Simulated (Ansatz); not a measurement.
# Redistribution: SnH3Cl + Sn(CH3)(NH2) → SnH3(NH2) + Sn(CH3)Cl

Species: SnH3Cl `[Cl][SnH3]`, singlet; Sn(CH3)(NH2), singlet; SnH3(NH2), singlet; Sn(CH3)Cl, singlet. The partners trade Cl for NH2; both sit on Sn, so the bond types are kept.

Shapes, held fixed at every level: PBE0-D4/def2-TZVP. Flexible molecules stand in one conformer, not always the lowest. Programs: Ansatz 0.2.0. The zero-point and thermal change to 298 K, harmonic and unscaled (PBE0-D4/def2-TZVP), is -0.4 kJ/mol.

```
               level                    kind  ΔH(298 K) (kJ/mol)  less CCSD(T)/def2-TZVPP  CPU time (sum over the molecules)
         HF/def2-SVP            Hartree–Fock                +8.3                     -1.1                                  –
       HF/def2-TZVPP            Hartree–Fock                +6.3                     -3.1                                  –
   PBE-D4/def2-TZVPP                     GGA                +8.8                     -0.6                               14 s
r2SCAN-D4/def2-TZVPP                meta-GGA               +10.9                     +1.5                               26 s
 B3LYP-D4/def2-TZVPP           global hybrid                +8.2                     -1.2                               21 s
  wB97M-V/def2-TZVPP  range-separated hybrid                +9.5                     +0.1                               58 s
   B2PLYP/def2-TZVPP           double hybrid                +9.4                      0.0                               28 s
  CCSD(T)/def2-TZVPP   coupled cluster or CI                +9.4                      0.0                            3.9 min
```

The highest level, CCSD(T)/def2-TZVPP, gives ΔH(298 K) = +9.4 kJ/mol; the levels span +6.3 to +10.9. The column of differences is taken from that level and isn't an error. No measured value is set beside it here. For atoms past krypton def2 sets carry core potentials with scalar relativity. Outer-core shells of Sn are correlated, in sets that cover them unevenly. Times are processor times on shared x86 and Arm servers, and rough.
